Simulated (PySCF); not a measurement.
C2H6ClFSi2.

```xyz
12

F     -0.9348    -3.1916     0.0000
Si     0.2037    -2.0220     0.0000
C     -0.7202    -0.3933     0.0000
C     -0.1378     0.8138     0.0000
Si    -0.9835     2.5006     0.0000
Cl     1.6378     0.9109     0.0000
H      1.0261    -2.1821     1.2259
H      1.0261    -2.1821    -1.2259
H     -1.8180    -0.4127     0.0000
H     -0.5705     3.2573     1.2135
H     -2.4564     2.2795     0.0000
H     -0.5705     3.2573    -1.2135
```

Geometry: B3LYP-D3(BJ)/def2-SVP. The structure was generated by enumeration; whether it is a known compound was not checked. The values are those of a single conformer.

Method: PBE/pcSseg-1 (PySCF). Non-relativistic, no solvent.

Problem. Give the absolute GIAO shielding of each atom: isotropic value and principal components (ppm). (An estimate is asked for; the answer gives what the named calculation found.)

Solution. 
```tsv
atom	σ(iso)	σ11	σ22	σ33	span
F1	389.6	374.1	381.6	412.9	38.8
Si2	344.9	301.2	306.5	427.1	125.9
C3	32.1	-82.2	50.0	128.5	210.7
C4	14.9	-97.3	39.2	102.7	200.0
Si5	400.1	355.8	391.7	452.7	97.0
Cl6	586.7	279.2	611.0	870.0	590.7
H7	25.5	21.8	25.8	29.0	7.2
H8	25.5	21.8	25.8	29.0	7.2
H9	24.5	21.4	23.8	28.1	6.7
H10	26.8	23.8	25.6	31.1	7.3
H11	27.0	23.6	25.8	31.5	7.9
H12	26.8	23.8	25.6	31.1	7.3
```
